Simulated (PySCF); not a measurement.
## `InChI=1S/C5H4F3NO/c6-4-1-3(2-9)5(7,8)10-4/h3-4H,1H2/t3-,4+/m1/s1`

Molfile (atoms numbered from 1):
```
C5H4F3NO
     RDKit          3D

 14 14  0  0  0  0  0  0  0  0999 V2000
   -2.3307    1.6162    0.7711 N   0  0  0  0  0  0  0  0  0  0  0  0
   -1.6671    0.8536    0.2439 C   0  0  0  0  0  0  0  0  0  0  0  0
   -0.8151   -0.0890   -0.4516 C   0  0  1  0  0  0  0  0  0  0  0  0
    0.5015    0.5655   -0.8969 C   0  0  0  0  0  0  0  0  0  0  0  0
    1.4047    0.2855    0.3050 C   0  0  1  0  0  0  0  0  0  0  0  0
    1.2476    1.2737    1.2391 F   0  0  0  0  0  0  0  0  0  0  0  0
    0.9859   -0.9279    0.8469 O   0  0  0  0  0  0  0  0  0  0  0  0
   -0.3078   -1.2032    0.5002 C   0  0  0  0  0  0  0  0  0  0  0  0
   -1.0792   -1.3678    1.5875 F   0  0  0  0  0  0  0  0  0  0  0  0
   -0.3437   -2.4057   -0.1318 F   0  0  0  0  0  0  0  0  0  0  0  0
   -1.3777   -0.5380   -1.2745 H   0  0  0  0  0  0  0  0  0  0  0  0
    0.4045    1.6357   -1.0703 H   0  0  0  0  0  0  0  0  0  0  0  0
    0.8990    0.0766   -1.7854 H   0  0  0  0  0  0  0  0  0  0  0  0
    2.4773    0.2242    0.0947 H   0  0  0  0  0  0  0  0  0  0  0  0
  1  2  3  0
  2  3  1  0
  3  4  1  0
  4  5  1  0
  5  6  1  0
  5  7  1  0
  7  8  1  0
  8  9  1  0
  8 10  1  0
  8  3  1  0
  3 11  1  6
  4 12  1  0
  4 13  1  0
  5 14  1  6
M  END
```

Level of theory: PySCF 2.14.0, TDDFT B3LYP/def2-SVPD circular dichroism and optical rotation, one conformer, gas phase. Geometry: GFN2-xTB.

Problem. Draw the ECD and absorption spectra from the lowest 8 states, each a Gaussian of half-width 0.2 eV at 1/e height.

Solution. 
| E (eV) | λ (nm) | Δε (L mol⁻¹ cm⁻¹) | ε (L mol⁻¹ cm⁻¹) |
| --- | --- | --- | --- |
| 7.21 | 172 | 0.00 | 0.0908 |
| 7.36 | 169 | +0.05 | 2.22 |
| 7.51 | 165 | +0.37 | 19 |
| 7.66 | 162 | +0.87 | 79 |
| 7.81 | 159 | +0.02 | 280 |
| 7.96 | 156 | -1.93 | 579 |
| 8.11 | 153 | -1.91 | 449 |
| 8.26 | 150 | -0.56 | 121 |
| 8.41 | 148 | +0.11 | 82.1 |
| 8.56 | 145 | +1.25 | 549 |
| 8.71 | 142 | +2.21 | 1780 |
| 8.86 | 140 | -7.63 | 2970 |

Δε uses R in velocity form, ε uses f in length form. Only the states computed contribute, so the short-wavelength end is incomplete.
